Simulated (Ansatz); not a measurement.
Consider the atomization: `CNB(N)O` → B• + C• + 7 H• + 2 N• + O•.

Computed with Ansatz on PBE0-D4/def2-TZVP structures; ΔE is electronic, products minus reactants. CCSD(T)/CBS is the MP2 limit (def2-TZVPP, def2-QZVPP) plus CCSD(T) − MP2 in def2-TZVPP, frozen cores. This one scheme is used for every species, atoms too. Functionals use def2-TZVPP. B3LYP here is the variant with VWN-RPA as its local correlation; programs differ in this. Open shells (•) are unrestricted, without spin–orbit coupling. Spin–orbit coupling would lower the free atoms: a little for B, C, O. One conformer a species, not always the lowest.

| level | ΔE (kJ/mol) | difference from CCSD(T)/CBS |
| --- | --- | --- |
| r2SCAN-D4 | 4742.5 | 2.6 |
| B3LYP-D4 | 4770.2 | 30.3 |
| ωB97X-V | 4757.4 | 17.5 |
| ωB97M-V | 4773.6 | 33.7 |
| B2PLYP | 4712.5 | -27.4 |
| PBE | 4839.5 | 99.6 |
| r2SCAN | 4737.6 | -2.3 |
| PBE0 | 4741.4 | 1.5 |
| B3LYP | 4739.9 | 0.0 |
| HF/def2-TZVPP | 3382.8 | -1357.1 |
| MP2/def2-TZVPP | 4689.1 | -50.8 |
| CCSD/def2-TZVPP | 4538.0 | -201.9 |
| CCSD(T)/def2-TZVPP | 4605.1 | -134.8 |
| HF/def2-QZVPP | 3391.1 | -1348.8 |
| MP2/def2-QZVPP | 4769.3 | 29.4 |
| HF/CBS(def2) | 3392.3 | -1347.6 |
| CCSD(T)/CBS | 4739.9 | 0 |

Largest T1 diagnostic among the species: 0.014.

From PBE to PBE0 (25 % exact exchange), in def2-TZVPP and without D4, ΔE moves by −98.1 kJ/mol: exact exchange takes away binding that semilocal exchange gives to molecules. In def2-TZVPP, CCSD(T) changes the Hartree–Fock value by +1222.3 kJ/mol (the triples alone add +67.1 kJ/mol) and MP2 by +1306.2 kJ/mol; breaking electron pairs costs correlation energy, which Hartree–Fock lacks. The D4 term adds +30.2 kJ/mol with B3LYP and +15.9 kJ/mol with PBE0; it sums over pairs of atoms, weighted by their polarisabilities, and B3LYP, whose exchange is more repulsive, gets the larger term.

For atomizations the MP2-based limit and the directly extrapolated one differ by several kJ/mol either way, and by 10 to 25 for some Ge, Se and Sn compounds, so smaller differences from it don't rank the levels.
